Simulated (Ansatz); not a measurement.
CH2F (SMILES [CH2]F) moved off its minimum; all values from Ansatz (a quantum-chemistry and plane-wave program), cores frozen in correlated methods. Open shells are unrestricted.
(charge 0, multiplicity 2)
```xyz
4

C     -0.6475     0.2453     0.0776
F      0.6705    -0.1283    -0.0952
H     -1.1007    -0.7705    -0.2445
H     -0.9987     1.0355    -0.0166
```

```csv
level,largest force (eV/Å),on atom,rms difference from CCSD(T)/aug-cc-pVTZ (eV/Å),dipole (D)
HF/def2-TZVPP,19.53,C1,0.422,1.79
PBE/def2-TZVPP,18.40,C1,0.142,1.27
r2SCAN/def2-TZVPP,18.58,C1,0.044,1.39
B3LYP/def2-TZVPP,18.45,C1,0.084,1.43
wB97M-V/def2-TZVPP,18.57,C1,0.121,1.42
MP2/aug-cc-pVTZ,18.80,C1,0.098,1.50
CCSD(T)/aug-cc-pVTZ,18.62,C1,0.000,1.46
```

The differences count from one level among others, with limits of its own. Forces at CCSD(T)/aug-cc-pVTZ (eV/Å):

```tsv
atom	Fx	Fy	Fz
C1	5.461	-17.791	0.531
F2	-0.121	1.968	0.328
H3	-0.538	2.341	0.865
H4	-4.802	13.482	-1.725
```
